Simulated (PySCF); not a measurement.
29Si chemical shifts

PySCF 2.14 calculation with GIAO PBE0/pcSseg-1 shieldings and geometry: GFN2-xTB; gas phase, one conformer, equivalent nuclei averaged, non-relativistic Hamiltonian.

Shieldings were converted by a linear fit to measured shifts: 29Si: δ = 279.94 − 0.822σ (rms 8.9 ppm, 72 shifts, 25.8 ppm with the 6 outliers that the fit left out vs TMS, solution or neat liquid). Occasional misses reach two or three times the rms, and more in compound classes unlike the fitted ones.

Problem. Give the 29Si shifts of `CO[Si@H](F)OCC[SiH3]`, `C#C[SiH2][SiH]1CCC1`.

Solution. 
```
                                              compound                                              environment  δ (ppm)
[CH3:1][O:2][Si@H:3]([F:4])[O:5][CH2:6][CH2:7][SiH3:8]                         Si3: silicon bonded to F, 2 O, H    -57.9
[CH3:1][O:2][Si@H:3]([F:4])[O:5][CH2:6][CH2:7][SiH3:8]                            Si8: silicon bonded to C, 3 H    -71.1
    [CH:1]#[C:2][SiH2:3][SiH:4]1[CH2:5][CH2:6][CH2:7]1  Si4: silicon bonded to 2 C, Si, H, in a 4-membered ring    -31.5
    [CH:1]#[C:2][SiH2:3][SiH:4]1[CH2:5][CH2:6][CH2:7]1                        Si3: silicon bonded to C, Si, 2 H    -89.5
```

Problem. Match the shifts -7.2, -27.2, -39.1, -59.1, -123.6 ppm to `C[SiH2][C@@H]1C=C[C@@H]1C#N`, `c1ccn([C@H]2C[SiH2]2)c1`, `C#C[C@@]1(CCl)C=C[SiH2]CC1`, `C#C[C@@H]1C(=O)[SiH2][C@@]1(C)C#N`, `C=C1CN(C2=CC2)[SiH2]1`.

Solution. -7.2: C#C[C@@H]1C(=O)[SiH2][C@@]1(C)C#N (silicon bonded to 2 C, 2 H, in a 4-membered ring); -27.2: C=C1CN(C2=CC2)[SiH2]1 (silicon bonded to C, N, 2 H, in a 4-membered ring); -39.1: C[SiH2][C@@H]1C=C[C@@H]1C#N (silicon bonded to 2 C, 2 H); -59.1: C#C[C@@]1(CCl)C=C[SiH2]CC1 (silicon bonded to 2 C, 2 H, in a 6-membered ring); -123.6: c1ccn([C@H]2C[SiH2]2)c1 (silicon bonded to 2 C, 2 H, in a 3-membered ring).
